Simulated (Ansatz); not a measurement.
Basis sets compared for the cluster In6Sb4Br6. The state is a singlet with charge 0. Geometry PBE-D4/def2-SVP. Ansatz on 2 threads of AMD EPYC 7R13 on a shared host and a share (18 GiB) of an NVIDIA H100 80GB HBM3; times are rough, and most runs start from earlier orbitals.

Cartesian coordinates in Å:
```
In 1.7932 3.5699 -0.7167
In -2.4536 -0.9308 -2.3414
In 0.9561 -1.3425 2.7494
In -2.1390 -0.5298 0.8841
In 1.5406 -2.0870 -2.9479
In -2.2649 2.9278 0.7359
Sb 0.2576 0.7390 -1.2802
Sb 2.7744 -0.2258 -0.2273
Sb 0.9526 1.2812 1.5056
Sb 2.0844 -2.9370 0.6563
Br 2.2890 -1.1699 4.9047
Br -2.8078 1.9934 -1.9615
Br -0.6288 5.0050 -0.2389
Br -0.5257 -0.9495 -4.5478
Br -1.5225 -2.1462 3.3172
Br -0.3053 -3.1978 -0.4913
```

In the def2 sets In, Sb take a core potential; there is no spin–orbit coupling. Single mean-field runs in def2-SVP, def2-TZVP are fitted with def2-universal-jkfit. Another isomer (singlet) lies 0.52 eV lower at PBE0-D4/def2-TZVP; other spin states weren't run for this one.

Binding counts from free atoms (In doublet, Sb quartet, Br doublet) in the same basis, without a counterpoise term.

```tsv
level	functions	energy (Eh)	HOMO (eV)	LUMO (eV)	binding per atom (eV)	wall time
PBE-D4/def2-SVP (with forces)	452	-17543.3884	-5.20	-3.90	2.49	5.5 s
PBE0-D4/def2-SVP	452	-17543.9258	-5.98	-3.42	2.38	6 s
```

(1) Estimate the rows for PBE-D4/def2-TZVP, PBE0-D4/def2-TZVP.

Answers

(1) 
| level | functions | energy (Eh) | HOMO (eV) | LUMO (eV) | binding per atom (eV) | wall time |
| --- | --- | --- | --- | --- | --- | --- |
| PBE-D4/def2-TZVP | 788 | -17545.3223 | -5.26 | -3.95 | 2.49 | 6 s |
| PBE0-D4/def2-TZVP | 788 | -17545.8518 | -6.00 | -3.44 | 2.39 | 8 s |
